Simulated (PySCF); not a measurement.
Mapped SMILES: `[SiH3:1][O:2][SiH2:3][SiH2:4][SH:5]` (H(Xn): hydrogen on atom n).

Geometry: PBE0-D3(BJ)/def2-SVP; GIAO absolute shieldings from PySCF 2.14, gas phase, non-relativistic, averaged over equivalent atoms.

At wB97X-D/pcSseg-1 (153 basis functions, 34 s wall time on 1 thread of an Arm Neoverse N1, shared host):
| atoms | σ (ppm) |
| --- | --- |
| Si3 | 379.7 |
| Si1 | 386.9 |
| Si4 | 407.4 |
| O2 | 337.8 |
| S5 | 795.9 |
| H(Si3) | 26.37 |
| H(Si1) | 26.50 |
| H(Si4) | 26.77 |
| H(S5) | 31.79 |

Q: Estimate the result of repeating the calculation with PBE0/aug-cc-pVDZ.

A: 
| atoms | σ at PBE0/aug-cc-pVDZ | change |
| --- | --- | --- |
| Si3 | 435.5 | +55.8 |
| Si1 | 444.7 | +57.8 |
| Si4 | 470.1 | +62.7 |
| O2 | 335.5 | -2.3 |
| S5 | 824.6 | +28.7 |
| H(Si3) | 26.02 | -0.35 |
| H(Si1) | 26.23 | -0.27 |
| H(Si4) | 26.52 | -0.25 |
| H(S5) | 31.98 | +0.19 |

The largest change is at Si4 (silicon bonded to S, Si, 2 H). Cost: 203 basis functions, 27 s wall time on 1 thread of an Arm Neoverse V2, shared host.
